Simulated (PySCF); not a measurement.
A PySCF script (with the pyscf-properties extension) for the NMR shieldings of SMILES C1C([Si@H](C#CC#C)[SiH2]N)C1, C$_{7}$H$_{11}$NSi$_{2}$, on a GFN2-xTB geometry:

```python
import basis_set_exchange as bse
import numpy as np
from pyscf import gto, dft
from pyscf.prop import nmr

atoms = """
C     4.158222    2.275942   -0.382841
C     3.135238    1.707173   -0.094018
C     1.983334    1.064588    0.229623
C     0.947211    0.503957    0.526308
Si   -0.602225   -0.441903    0.898217
Si   -0.398432   -2.623581    0.167113
N     1.106375   -3.146902    0.825763
C    -1.993011    0.485850    0.018527
C    -1.718970    1.221845   -1.261774
C    -2.004692    1.986784   -0.012360
H     5.047412    2.771754   -0.632888
H    -0.801909   -0.251553    2.350534
H    -0.506477   -2.776705   -1.298763
H    -1.371775   -3.558057    0.743887
H     1.375607   -4.112982    0.731629
H     1.918268   -2.560441    0.720654
H    -2.971053    0.020026    0.080754
H    -2.467979    1.207623   -2.040665
H    -0.705643    1.231750   -1.636318
H    -1.186458    2.512054    0.457328
H    -2.951962    2.499720    0.072928
"""
names = dict.fromkeys(["C", "Si", "N", "H"], "pcSseg-1")
basis = {el: gto.basis.parse(bse.get_basis(n, elements=[el], fmt="nwchem")) for el, n in names.items()}
mol = gto.M(atom=atoms, basis=basis, charge=0, verbose=0)
mf = dft.RKS(mol, xc="PBE0")
mf.grids.level = 2
mf.grids.alignment = dft.numint.BLKSIZE   # the property module wants whole blocks of grid points
mf.conv_tol = 1e-9
mf.kernel()

calc = nmr.RKS(mf)   # GIAO
C = mf.mo_coeff
Co = C[:, mf.mo_occ > 0]
resp = mf.gen_response(singlet=True, hermi=2)
def vind(x):   # induced exchange potential for any number of trial vectors
    d = np.einsum("pi,xij,qj->xpq", C, 2 * x.reshape(-1, C.shape[1], Co.shape[1]), Co, optimize=True)
    return np.einsum("xpq,pi,qj->xij", resp(d - d.transpose(0, 2, 1)), C, Co, optimize=True).ravel()
mo1, _ = nmr.rhf.solve_mo1(calc, with_cphf=vind)
sigma = calc.kernel(mo1)
for i, s in enumerate(sigma):   # ppm
    print("%2d %-2s %9.2f" % (i, mol.atom_pure_symbol(i), np.trace(s) / 3))
```

Q: What are the results?

A: 
```
 0 C     113.88
 1 C     112.82
 2 C      85.28
 3 C     104.82
 4 Si    403.84
 5 Si    404.69
 6 N     270.43
 7 C     193.44
 8 C     182.72
 9 C     182.25
10 H      30.42
11 H      26.82
12 H      26.49
13 H      26.78
14 H      31.81
15 H      31.71
16 H      32.20
17 H      31.08
18 H      31.13
19 H      31.17
20 H      31.02
```

These numbers come from an equivalent density-fitted implementation of the same equations, which agrees with the script to about 0.01 ppm for H and up to a few tenths of a ppm for heavy atoms, so last digits may differ.

Q: Turn these shieldings into chemical shifts. References, each an isolated molecule treated in the same way: $^{13}$C (σref 186.93), $^{29}$Si (σref 349.16), $^{1}$H (σref 31.72) against TMS; NH3 for $^{15}$N (σref 267.73).

A: Averaging equivalent atoms: C 2: 101.6; C 3: 82.1; C 1: 74.1; C 0: 73.0; C 9: 4.7; C 8: 4.2; C 7: -6.5; Si 4: -54.7; Si 5: -55.5; N 6: -2.7; H 12: 5.23; H 13: 4.94; H 11: 4.89; H 10: 1.29; H 20: 0.70; H 17: 0.63; H 18: 0.58; H 19: 0.55; H 14/15: -0.05; H 16: -0.49 ppm. Experimental scales use liquid or dissolved standards, which lie at an offset from isolated NH3 (liquid NH3: subtract about 20 ppm).

Size and cost of the density-fitted run: 239 basis functions, 100 s wall time on 1 thread of an Arm Neoverse N1, shared host; peak memory 1.1 GiB.
